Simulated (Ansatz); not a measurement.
Consider the redistribution: `CC(C)[O][Al]([F])[Cl]` + `[F][Sn][F]` → `[F][Al]([F])[Cl]` + `CC(C)[O][Sn][F]`.

Gas-phase electronic energies from Ansatz, PBE0-D4/def2-TZVP geometries. CCSD(T)/CBS is the MP2 limit (def2-TZVPP, def2-QZVPP) plus CCSD(T) − MP2 in def2-TZVPP, frozen cores. This one scheme is used for every species. DFT in def2-TZVPP. B3LYP here is the variant with VWN-RPA as its local correlation; programs differ in this. def2 core potentials past Kr. For Sn outer-core shells are correlated without core-valence functions, which leaves a few kJ/mol of doubt a bond. One conformer a species, not always the lowest.

`CC(C)[O][Al]([F])[Cl]`:

Cartesian coordinates in Å:
```
C 1.012 0.648 -0.996
C -0.353 0.633 -0.337
C -1.220 -0.504 -0.840
O -0.222 0.569 1.069
Al 0.420 -0.506 2.166
F 1.128 -1.912 1.699
Cl 0.334 -0.077 4.190
H 0.921 0.776 -2.078
H 1.617 1.468 -0.605
H 1.535 -0.296 -0.811
H -0.858 1.583 -0.551
H -1.393 -0.416 -1.915
H -2.189 -0.498 -0.337
H -0.733 -1.467 -0.654
```

`[F][Sn][F]`:

```xyz
3

F    -1.151   -0.717   -0.633
Sn    0.572   -0.604    0.235
F     0.579    1.321    0.397
```

`[F][Al]([F])[Cl]`:

Cartesian coordinates in Å:
```
F 0.427 1.120 -1.184
Al -0.044 0.091 -0.010
F -1.244 0.540 1.000
Cl 0.860 -1.750 0.194
```

`CC(C)[O][Sn][F]`:

Cartesian coordinates in Å:
```
C 0.092 -1.346 0.297
C -0.667 -0.032 0.298
C -0.609 0.661 -1.051
O -0.200 0.822 1.326
Sn 1.519 1.673 1.705
F 2.527 0.991 0.171
H -0.341 -2.042 -0.427
H 1.138 -1.180 0.030
H 0.046 -1.811 1.285
H -1.719 -0.237 0.539
H 0.429 0.852 -1.334
H -1.149 1.610 -1.014
H -1.067 0.039 -1.825
```

```
             level  ΔE (kJ/mol)  difference from CCSD(T)/CBS
            PBE-D4         -6.8                          7.4
           PBE0-D4         -5.6                          8.6
           ωB97M-V         -4.4                          9.8
            B2PLYP         -8.2                          6.0
              PBE0         -3.3                         10.9
             B3LYP         -1.9                         12.3
     HF/def2-TZVPP          1.7                         15.9
    MP2/def2-TZVPP        -18.1                         -3.9
SCS-MP2/def2-TZVPP        -13.9                          0.3
CCSD(T)/def2-TZVPP        -14.7                         -0.5
     HF/def2-QZVPP          2.0                         16.2
    MP2/def2-QZVPP        -17.7                         -3.5
SCS-MP2/def2-QZVPP        -13.6                          0.6
      HF/CBS(def2)          2.1                         16.3
     MP2/CBS(def2)        -17.6                         -3.4
    CCSD/CBS(def2)        -11.3                          2.9
       CCSD(T)/CBS        -14.2                            0
```

Largest T1 diagnostic among the species: 0.017.

In def2-TZVPP, CCSD(T) changes the Hartree–Fock value by −16.4 kJ/mol (the triples alone add −2.9 kJ/mol) and MP2 by −19.8 kJ/mol. The D4 term adds −4.8 kJ/mol with B3LYP and −2.3 kJ/mol with PBE0; it sums over pairs of atoms, weighted by their polarisabilities, and B3LYP, whose exchange is more repulsive, gets the larger term.
